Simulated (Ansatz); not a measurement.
`N[BH][GeH]([OH])[F]` + `N=CO` → `N=COBN` + `[OH][GeH2][F]`  (cleavage of the B–Ge bond)

Calculated with Ansatz (gas phase, PBE0-D4/def2-TZVP geometries, no zero-point term in ΔE). CCSD(T)/CBS adds triple-zeta CCSD(T) − MP2 to the extrapolated MP2 energy (def2 sets, frozen cores). This one scheme is used for every species. Functionals use def2-TZVPP. For Ge outer-core shells are correlated without core-valence functions, which leaves a few kJ/mol of doubt a bond. Scalar relativity is left out up to krypton. One conformer a species, not always the lowest.

CCSD(T)/CBS gives -93.4 kJ/mol.

Another level gave -95.0 kJ/mol. Which?
A. PBE0-D4/def2-TZVPP
B. PBE-D4/def2-TZVPP
C. HF/def2-TZVPP
D. ωB97X-V/def2-TZVPP

D. ωB97X-V -95.0, PBE-D4 -81.9, PBE0-D4 -89.2, HF/def2-TZVPP -117.6 kJ/mol.

Largest T1 diagnostic among the species: 0.014.

From PBE to PBE0 (25 % exact exchange), in def2-TZVPP and without D4, ΔE moves by −7.6 kJ/mol. In def2-TZVPP, CCSD(T) changes the Hartree–Fock value by +21.4 kJ/mol (the triples alone add +1.9 kJ/mol) and MP2 by +18.8 kJ/mol.
